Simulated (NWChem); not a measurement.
System meant: GeSiH$_{6}$Te; SMILES [SiH3][Te][GeH3]

Input file for NWChem:

```
start job
memory heap 200 mb stack 900 mb global 1100 mb
geometry units angstroms noautoz
  Te     0.696662     0.624213    -0.057179
  Si    -1.603152     1.612107     0.004229
  H     -1.426890     3.093896    -0.011142
  H     -2.330149     1.203403     1.243770
  H     -2.402344     1.186880    -1.184255
  Ge    -0.211101    -1.777303    -0.007775
  H      1.017759    -2.700613    -0.040817
  H     -1.021262    -2.012212     1.280008
  H     -1.104124    -2.032469    -1.235531
end
basis spherical
  * library def2-svp
end
dft
  xc pbe0
  iterations 150
  mulliken
end
task dft energy
```

End of the output:

```
             Grid Information
             ----------------
          Grid used for XC integration:  medium
          Radial quadrature: Mura-Knowles
          Angular quadrature: Lebedev.
          Tag              B.-S. Rad. Rad. Pts. Rad. Cut. Ang. Pts.
          ---              ---------- --------- --------- ---------
          Te                  1.40      123          10.0       590
          Si                  1.10       88          12.0       590
          H                   0.35       45          14.0       434
          Ge                  1.25      112          12.0       590
          Grid pruning is: on
          Number of quadrature shells:   593
          Spatial weights used:  Erf1

          Convergence Information
          -----------------------
          Convergence aids based upon iterative change in
          total energy or number of iterations.
          Levelshifting, if invoked, occurs when the
          HOMO/LUMO gap drops below (HL_TOL):  1.00D-02
          DIIS, if invoked, will attempt to extrapolate
          using up to (NFOCK): 10 stored Fock matrices.

                    Damping( 0%)  Levelshifting(0.5)       DIIS
                  --------------- ------------------- ---------------
          dE  on:    start            ASAP                start
          dE off:    2 iters        150 iters           150 iters

      Screening Tolerance Information
      -------------------------------
          Density screening/tol_rho:  1.00D-10
          AO Gaussian exp screening on grid/accAOfunc:  14
          CD Gaussian exp screening on grid/accCDfunc:  20
          XC Gaussian exp screening on grid/accXCfunc:  20
          Schwarz screening/accCoul:  1.00D-08

      Superposition of Atomic Density Guess
      -------------------------------------

      charge =      52.0 Te (Tellurium)

      symmetry species            s     p     d     f
      number of basis functions =10     7     6
      number of cont. functions = 4     4     2
      number of closed shells   = 5     3     2
      number of open shells     = 0     1     0
      open shell occupation     = 0     4     0
 ------------------------------------------------------------------------
 atomscf:atomd: error in atom scf                   0
 ------------------------------------------------------------------------
 ------------------------------------------------------------------------
  current input line :
    22: task dft energy
 ------------------------------------------------------------------------
 ------------------------------------------------------------------------
 This error has not yet been assigned to a category
 ------------------------------------------------------------------------
 For more information see the NWChem manual at https://nwchemgit.github.io

0:atomscf:atomd: error in atom scf:Received an Error in Communication
```

What is wrong, and how is it mended?

The run crashed. Cause: the def2 basis of a heavy element holds valence functions alone and wants its effective core potential (without it all electrons must fit into that basis). This input runs:
```
start job
memory heap 200 mb stack 900 mb global 1100 mb
geometry units angstroms noautoz
  Te     0.696662     0.624213    -0.057179
  Si    -1.603152     1.612107     0.004229
  H     -1.426890     3.093896    -0.011142
  H     -2.330149     1.203403     1.243770
  H     -2.402344     1.186880    -1.184255
  Ge    -0.211101    -1.777303    -0.007775
  H      1.017759    -2.700613    -0.040817
  H     -1.021262    -2.012212     1.280008
  H     -1.104124    -2.032469    -1.235531
end
basis spherical
  Te library def2-svp
  Si library def2-svp
  H library def2-svp
  Ge library def2-svp
end
ecp
  Te library def2-ecp
end
dft
  xc pbe0
  iterations 150
  mulliken
end
task dft energy
```
It converges to -2637.41215 Ha (PBE0/def2-SVP with def2 effective core potentials on Te).
